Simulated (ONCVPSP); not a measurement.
**Cs, ONCV: configuration errors across variants**

Cs (Z = 55), optimised norm-conserving Vanderbilt (ONCV), made with ONCVPSP 4.0.1 (PBE, fully relativistic). Core [Kr] 4d10 5s2, reference 5p6 5d1. Waves: s scattering state at 0.3 Ha: rc 4.00 bohr, ncon 4, nbas 9, qcut 1.3 1/bohr, 3 projectors, debl 3.5 Ha; 5p: rc 2.85 bohr, ncon 4, nbas 9, qcut 3.8 1/bohr, 2 projectors, debl 2.4 Ha; 5d: rc 4.00 bohr, ncon 4, nbas 7, qcut 2.8 1/bohr, 2 projectors, debl 0.9 Ha. Local part: polynomial inside 2.70 bohr (lpopt 2, dvloc0 6 Ha). Core correction: none.

Open shells are filled in proportion to 2j + 1.

In the s channel the program set the typed energies aside and used 0.050, 3.550, 7.050 Ha.

All-electron excitation energies from the reference (eV): (1) 5p6 5d0 6s1 -1.671; (2) 5p6 5d0 2.191; (3) 5p6 5d0 6s0.5 -0.201; (4) 5p6 5d0.5 6s0.5 -0.829.

A true bound ghost makes a file unfit for plane-wave use even where its test errors are small: the radial tests pick states by their node count and pass the ghost by.

Errors AE − PS in meV (a dash: test not solved or not reliable):

```csv
change,(1),(2),(3),(4),bound ghosts,GHOST(+) flags above zero
base,-39,+6.0,-17,-19,none,s
s: nproj 1,+11,+6.0,+4.7,+5.2,none,s
p: rc 3,-39,+6.0,-17,-19,none,s
"local potential polynomial inside 2.50 bohr (lpopt 5, dvloc0 1 Ha)",-26,+6.1,-11,-13,none,s
"all radii scaled by about 0.84 (s 3.38, p 2.40, d 3.38 bohr); local potential polynomial inside 2.28 bohr (lpopt 2, dvloc0 6 Ha)",+16,+4.7,+6.2,+8.0,none,s
"local potential polynomial inside 2.70 bohr (lpopt 2, dvloc0 7.5 Ha)",-47,+6.0,-21,-23,s,s
```

Problem. Give the same row for: d: qcut 1.7.

Solution. -36, +11, -14, -19; bound ghosts: none; GHOST(+) flags above zero: s.
